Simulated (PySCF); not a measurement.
C2H4FNOSi, SMILES O=C/N=C/[SiH2]F. Heavy atoms are numbered as in [O:1]=[CH:2]/[N:3]=[CH:4]/[SiH2:5][F:6]. Hydrogens are named by the atom that carries them.

Geometry: B3LYP-D3(BJ)/def2-SVP. The structure was generated by enumeration; whether it is a known compound was not checked. Other conformers were not sampled.

All values below come from HF/pcSseg-1 run with PySCF.

GIAO shieldings, no solvent; atoms alike by connectivity are averaged. δ = σ(ref) − σ: ¹⁷O against H2O (σ = 333.0 ppm); ¹³C against TMS (σ = 192.6 ppm); ¹⁵N against NH3 (σ = 267.3 ppm); ²⁹Si against TMS (σ = 393.8 ppm); ¹⁹F against CFCl3 (σ = 238.5 ppm); ¹H against TMS (σ = 31.99 ppm), references at their B3LYP-D3(BJ)/def2-TZVP geometries, non-relativistic.

Computed chemical shifts:
| nucleus | atoms | count | δ (ppm) |
|---|---|---|---|
| ¹⁷O | O1 | 1 | 563.6 |
| ¹³C | C4 (CH) | 1 | 192.6 |
| ¹³C | C2 (CH) | 1 | 183.5 |
| ¹⁵N | N3 | 1 | 461.8 |
| ²⁹Si | Si5 (SiH2) | 1 | -25.6 |
| ¹⁹F | F6 | 1 | -175.7 |
| ¹H | H on C2 | 1 | 9.29 |
| ¹H | H on C4 | 1 | 8.95 |
| ¹H | H on Si5 | 2 | 4.98 |
